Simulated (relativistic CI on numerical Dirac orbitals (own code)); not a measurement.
## Radial parameters of Ir²⁰⁺

Calculated at this level of theory: Dirac-Coulomb-Breit CI, separate exchange-only KLI orbitals for each configuration, a model potential for QED, unscaled Slater integrals (own radial code, finite nucleus).

Slater integrals F^k, G^k are unscaled and averaged over j, outside the closed core [Ar] 3d10; ζ comes from projecting the Hamiltonian with its Breit term on Σ l·s of the shell.

- 4s²4p⁶4d¹⁰4f¹¹: F^2(4f,4f) = 215830, F^4(4f,4f) = 138960, F^6(4f,4f) = 101060, ζ(4f) = 7769.8 cm⁻¹; <r>(4f) = 0.4722, <r^2>(4f) = 0.2608 (bohr units).
- 4s²4p⁶4d¹⁰4f¹⁰5s: F^2(4f,4f) = 218590, F^4(4f,4f) = 140860, F^6(4f,4f) = 102480, ζ(4f) = 7988.6, G^3(4f,5s) = 35738 cm⁻¹; <r>(4f) = 0.4672, <r^2>(4f) = 0.2551, <r>(5s) = 0.8314, <r^2>(5s) = 0.7692 (bohr units).
- 4s²4p⁶4d¹⁰4f⁹5s²: F^2(4f,4f) = 221560, F^4(4f,4f) = 142910, F^6(4f,4f) = 104010, ζ(4f) = 8210 cm⁻¹; <r>(4f) = 0.462, <r^2>(4f) = 0.2492 (bohr units).

Averages of the first 10 configurations, taken without configuration mixing, which lowers the lowest level and can move excited configurations by several eV; other configurations of the list can lie among them:

| Configuration | Parity | States | Average energy above the lowest level (eV) |
| --- | --- | --- | --- |
| 4s²4p⁶4d¹⁰4f¹¹ | odd | 364 | 10.9 |
| 4s²4p⁶4d¹⁰4f¹⁰5s | even | 2002 | 45.2 |
| 4s²4p⁶4d¹⁰4f⁹5s² | odd | 2002 | 87.9 |
| 4s²4p⁶4d¹⁰4f¹⁰5p | odd | 6006 | 103.1 |
| 4s²4p⁶4d⁹4f¹² | even | 910 | 256.9 |
| 4s²4p⁶4d¹⁰4f¹⁰5d | even | 10010 | 180.4 |
| 4s²4p⁶4d⁸4f¹³ | odd | 630 | 505.0 |
| 4s²4p⁶4d¹⁰4f¹⁰6s | even | 2002 | 262.5 |
| 4s²4p⁵4d¹⁰4f¹² | odd | 546 | 482.1 |
| 4s²4p⁴4d¹⁰4f¹³ | odd | 210 | 953.7 |
